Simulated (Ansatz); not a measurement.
Consider the ligand exchange at the Si–N bond: `C[N]([GeH3])[Si](C)(C)C` + `BNCC` → `BN(CC)[Si](C)(C)C` + `C[NH][GeH3]`.

Calculated with Ansatz (gas phase, PBE0-D4/def2-TZVP geometries, no zero-point term in ΔE). CCSD(T)/CBS adds triple-zeta CCSD(T) − MP2 to the extrapolated MP2 energy (def2 sets, frozen cores). Functionals use def2-TZVPP. For Ge outer-core shells are correlated without core-valence functions, which leaves a few kJ/mol of doubt a bond. Scalar relativity is left out up to krypton. Each species was taken in one conformer, which may not be the lowest.

`C[N]([GeH3])[Si](C)(C)C`:

Z-matrix (Å, degrees):
```
C
N 1 1.456
H 1 1.099 2 113.0
H 1 1.095 2 110.9 3 120.3
H 1 1.096 2 111.4 3 -121.2
Si 2 1.735 1 117.6 3 -95.0
Ge 2 1.835 1 114.0 3 71.8
C 6 1.876 2 110.5 1 56.5
C 6 1.870 2 109.8 1 177.1
C 6 1.874 2 109.6 1 -62.9
H 7 1.533 2 110.0 1 168.1
H 7 1.547 2 111.2 1 -70.2
H 7 1.542 2 107.0 1 47.7
H 8 1.093 6 111.0 2 62.1
H 8 1.094 6 111.4 2 -57.9
H 8 1.094 6 111.2 2 -177.8
H 9 1.093 6 112.5 2 -62.4
H 9 1.092 6 112.1 2 59.6
H 9 1.094 6 108.9 2 178.6
H 10 1.093 6 112.2 2 59.3
H 10 1.094 6 110.6 2 179.1
H 10 1.093 6 110.8 2 -61.1
```

`BNCC`:

```xyz
12

B     1.573    0.892    0.875
N     0.504    0.019    0.787
C    -0.715    0.204    0.028
C    -0.888   -0.837   -1.063
H     2.520    0.582    1.539
H     1.520    1.934    0.285
H     0.546   -0.864    1.275
H    -0.679    1.205   -0.405
H    -1.580    0.178    0.703
H    -0.918   -1.847   -0.644
H    -1.821   -0.675   -1.607
H    -0.060   -0.792   -1.774
```

`BN(CC)[Si](C)(C)C`:

Cartesian coordinates in Å:
```
B -1.931 -1.173 0.129
N -0.951 -0.217 0.384
C -0.880 0.429 1.693
C 0.168 -0.191 2.599
Si 0.275 0.127 -0.852
C -0.553 0.364 -2.508
C 1.165 1.708 -0.392
C 1.491 -1.290 -0.938
H -2.753 -1.428 0.966
H -1.944 -1.739 -0.929
H -0.674 1.497 1.568
H -1.863 0.348 2.163
H 0.187 0.314 3.568
H -0.050 -1.248 2.765
H 1.168 -0.119 2.164
H -1.293 1.167 -2.462
H 0.190 0.632 -3.264
H -1.061 -0.543 -2.840
H 1.917 1.928 -1.155
H 0.481 2.560 -0.352
H 1.683 1.643 0.568
H 0.975 -2.221 -1.186
H 2.251 -1.111 -1.705
H 2.002 -1.435 0.017
```

`C[NH][GeH3]`:

Z-matrix (Å, degrees):
```
C
N 1 1.450
H 1 1.100 2 114.8
H 1 1.094 2 110.2 3 121.9
H 1 1.094 2 109.5 3 -120.8
Ge 2 1.838 1 118.0 3 67.0
H 2 1.010 1 111.6 3 -66.0
H 6 1.549 2 113.3 1 -56.3
H 6 1.536 2 107.2 1 -177.3
H 6 1.537 2 107.0 1 63.0
```

| level | ΔE (kJ/mol) |
| --- | --- |
| revPBE-D4 | 17.0 |
| r2SCANh | 19.6 |

**Question.** What does CCSD(T)/CBS give? (Estimate.)

**Answer.** Ansatz gave: +18.6 kJ/mol. The listed levels differ from it by -1.6, 1.0 kJ/mol.

Largest T1 diagnostic among the species: 0.012.

Leaving LDA and LC-ωPBE aside and taking each functional with its dispersion term where it has one, the values, not all of them listed here, spread over 4.3 kJ/mol, from revPBE-D4 to BHLYP-D4.

CCSD(T)/CBS has its own doubt, a few kJ/mol and more with outer-core shells, so smaller differences from it don't rank the levels.
